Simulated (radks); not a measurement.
The numbers below are computed, except where a source is named.
Task: The mean radii <r> (bohr) of the occupied orbitals of an atom or ion are listed with their occupations. Code: a radial shooting solver on a logarithmic mesh with Libxc functionals. Model: Dirac Kohn-Sham, PBE, spin-unpolarised, spherical densities, finite nucleus; Fermi nuclear charge, rms radius of each element as measured or else 0.836 A^(1/3) + 0.57 fm.

orbital  occ.      <r>
1s1/2       2  0.07304
2s1/2       2   0.3433
2p1/2       2   0.3059
2p3/2       4   0.3085
3s1/2       2    1.075
3p1/2       2    1.162
3p3/2       4    1.170
3d3/2       1    1.698
4s1/2       1    3.369

Name the element and its charge. Open shells, if any, fill j = l - 1/2 first.

Result: Z = 21, scandium, charge +1: Sc+ in [Ar] 3d1 4s1. The 1s radius gives Z: for a bare nucleus <r> = (2 gamma + 1)/(2Z) with gamma = sqrt(1 - (Z/c)^2), 0.07087 bohr for Z = 21, and screening makes it slightly larger (0.07304 here). The occupations add up to 20, and the charge is Z minus that.
